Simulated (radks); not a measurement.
Fractional charge and spin in the 6s shell of lead: the spin-up occupation runs from 0 to 1 and the spin-down occupation from 0 to 1; the fullest corner is Pb, [Xe] 4f14 5d10 6p(up 1, down 1) 6s(up 1, down 1). Method: scalar-relativistic Kohn-Sham, r2SCAN, spin-polarised, spherical densities, finite nucleus; meta-GGA in the generalised Kohn-Sham scheme; Fermi nuclear charge, rms radius of each element as measured or else 0.836 A^(1/3) + 0.57 fm; computed with a radial shooting solver on a logarithmic mesh with Libxc functionals. Energy (eV) minus the two flat planes that join the four corners (they meet along the diagonal where the two added fractions sum to one electron); zero is where a piecewise linear energy would lie.

| down \ up | 0 | 0.25 | 0.5 | 0.75 | 1 |
|---|---|---|---|---|---|
| 0 | 0.000 | -0.768 | -1.015 | -0.756 | 0.000 |
| 0.25 | -0.768 | -0.920 | -0.558 | 0.301 | -0.706 |
| 0.5 | -1.015 | -0.558 | 0.404 | -0.500 | -0.929 |
| 0.75 | -0.756 | 0.301 | -0.500 | -0.823 | -0.686 |
| 1 | 0.000 | -0.706 | -0.929 | -0.686 | 0.000 |

Corners above the fullest one (they belong to Pb+ and the next ion): (up 1, down 0) 16.018 eV, (up 0, down 1) 16.018 eV, (up 0, down 0) 41.461 eV. With half an added electron in each spin the energy lies 0.404 eV from the planes, and with half an added electron in spin up alone -1.015 eV. The planes are only a guide here: the flat-plane condition holds for ground states with one frontier orbital, while this shell lies below other occupied shells, so the corners above the fullest one are inner-hole states and not the ground states of those ions.
